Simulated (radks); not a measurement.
Question: Excited configurations of neutral bismuth: one electron is placed in a higher orbital outside [Hg] 6p2. The ground configuration is [Hg] 6p3. All-electron calculation, Dirac Kohn-Sham, PBE, spin-unpolarised, spherical densities, finite nucleus; open shells are shared between the two j in proportion to 2j + 1; Fermi nuclear charge, rms radius 5.5211 fm. Program: a radial shooting solver on a logarithmic mesh with Libxc functionals. Excitation = E - E(ground); binding = E(ion) - E, where the ion is the core of charge +1; n* = 1/sqrt(2 binding) in atomic units, and the quantum defect is n - n*. Eigenvalue and <r> are those of j = l + 1/2.

outer orbital  excitation (eV)  binding (eV)     n*  quantum defect  eigenvalue (eV)  <r> (bohr)
5f                       7.143         0.919  3.848           1.152           -0.431       17.06
6d                       6.215         1.847  2.714           3.286           -0.668       8.532
6f                       7.421         0.640  4.609           1.391           -0.367       28.74
7s                       4.708         3.354  2.014           4.986           -1.873       6.520
7p                       5.898         2.163  2.508           4.492           -1.127       9.349
7d                       6.910         1.151  3.437           3.563           -0.622       16.36

Estimate the row for 7f.

Answer: excitation (eV) 7.596; binding (eV) 0.466; n* 5.406; quantum defect 1.594; eigenvalue (eV) -0.288; <r> (bohr) 42.96. The Delta-SCF ionisation energy is 8.062 eV (NIST Atomic Spectra Database: 7.286 eV, measured). Self-interaction in the functional shifts the binding energies and quantum defects, so they are the method's values and not measured ones. Spin polarisation and multiplet splitting are left out, so open shells lie too high by an amount that depends on their filling. Sharing an open shell by 2j + 1 raises it above the true ground level by a part of the spin-orbit splitting, which enters the differences from NIST.

Beside tabulated values, note that spin-unpolarised runs miss the spin-polarisation part of the exchange energy of open shells.
